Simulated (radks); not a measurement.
Spherical quantum dot in the effective-mass picture: electrons in a parabolic well V = omega^2 r^2 / 2 with omega = 3.03, with a point charge +1 (a donor) at the centre, all in effective atomic units (hartree* = m*/eps^2 hartree, bohr* = eps/m* bohr), one dielectric constant everywhere. Method: non-relativistic Kohn-Sham, PBE, spin-polarised, spherical densities; computed with a radial shooting solver with Libxc functionals. Levels are named by radial order and angular momentum (1s, 1p, 1d, 2s, ...), and open shells are averaged over m. Results are scaled to m* = 0.07 and eps = 6.8, for which hartree* = 41.19 meV and bohr* = 5.141 nm. Each electron was tried in the lowest free levels, single moves between levels near the top were tried too, and the lowest total energy was kept; such a search can miss a lower state. At N = 1 the Hartree and exchange-correlation terms need not cancel, so that row can carry a self-interaction error.

N,open shells,2S,E (meV),mu = E(N) - E(N-1) (meV),addition energy mu(N+1) - mu(N) (meV),e(HOMO) (meV),rms radius (nm)
1,"1s(up 1, down 0)",1,100.039,100.04,62.33,123.73,3.213
2,none,0,262.409,162.37,183.0,184.74,3.362
3,"1p(up 1, down 0)",1,607.816,345.41,35.85,363.01,3.896
4,"1p(up 2, down 0)",2,989.075,381.26,36.87,399.64,4.176
5,"1p(up 3, down 0)",3,1407.21,418.13,48.52,436.62,4.367
6,"1p(up 3, down 1)",2,1873.86,466.66,33.59,483.19,4.523
7,"1p(up 3, down 2)",1,2374.10,500.24,34.46,517.42,4.652
8,none,0,2908.80,534.70,127.7,551.99,4.763
9,"2s(up 1, down 0)",1,3571.25,662.45,35.33,677.80,4.949
10,none,0,4269.02,697.77,36.57,712.91,5.106
11,"1d(up 1, down 0)",1,5003.36,734.34,29.19,748.93,5.243
12,"1d(up 2, down 0)",2,5766.90,763.54,29.17,778.13,5.363
13,"1d(up 3, down 0)",3,6559.60,792.70,29.06,807.25,5.471
14,"1d(up 4, down 0)",4,7381.36,821.76,28.90,836.24,5.569
15,"1d(up 5, down 0)",5,8232.02,850.66,36.77,865.05,5.659
16,"1d(up 5, down 1)",4,9119.45,887.43,27.59,901.21,5.745
17,"1d(up 5, down 2)",3,10034.5,915.01,27.59,928.81,5.826
18,"1d(up 5, down 3)",2,10977.1,942.60,27.51,956.37,5.902
19,"1d(up 5, down 4)",1,11947.2,970.11,27.40,983.83,5.974
20,none,0,12944.7,997.51,115.4,1011.2,6.043
21,"1f(up 1, down 0)",1,14057.6,1113.0,24.90,1125.4,6.136
22,"1f(up 2, down 0)",2,15195.5,1137.8,24.84,1150.3,6.224
23,"1f(up 3, down 0)",3,16358.2,1162.7,24.76,1175.1,6.306
24,"1f(up 4, down 0)",4,17545.6,1187.4,24.67,1199.8,6.383
25,"1f(up 5, down 0)",5,18757.7,1212.1,24.57,1224.4,6.457
26,"1f(up 6, down 0)",6,19994.4,1236.7,24.46,1248.9,6.527
27,"1f(up 7, down 0)",7,21255.6,1261.2,31.35,1273.3,6.595
28,"1f(up 7, down 1)",6,22548.1,1292.5,23.72,1304.4,6.660
29,"1f(up 7, down 2)",5,23864.3,1316.2,23.68,1328.1,6.723
30,"1f(up 7, down 3)",4,25204.2,1339.9,23.62,1351.7,6.783
31,"1f(up 7, down 4)",3,26567.7,1363.5,23.55,1375.3,6.841
32,"1f(up 7, down 5)",2,27954.8,1387.1,23.47,1398.8,6.898
33,"1f(up 7, down 6)",1,29365.3,1410.5,23.38,1422.2,6.953
34,none,0,30799.2,1433.9,29.98,1445.6,7.006
35,"2p(up 1, down 0)",1,32263.1,1463.9,23.67,1475.7,7.058
36,"2p(up 2, down 0)",2,33750.7,1487.6,23.66,1499.4,7.110
37,"2p(up 3, down 0)",3,35261.9,1511.2,27.62,1523.0,7.160
38,"2p(up 3, down 1)",2,36800.8,1538.8,23.20,1550.4,7.209
39,"2p(up 3, down 2)",1,38362.8,1562.1,-,1573.7,7.257

All shells are closed at N = 2, 8, 10, 20, 34 (there: 1s2 1p6 1d10 2s2 1f14); the second difference of the energy has clear peaks (12 % above both neighbours; the first and last values, which can be the largest, are not judged, and half-filled shells can peak too) at N = 2, 5, 8, 15, 20, 27, 34, 37.
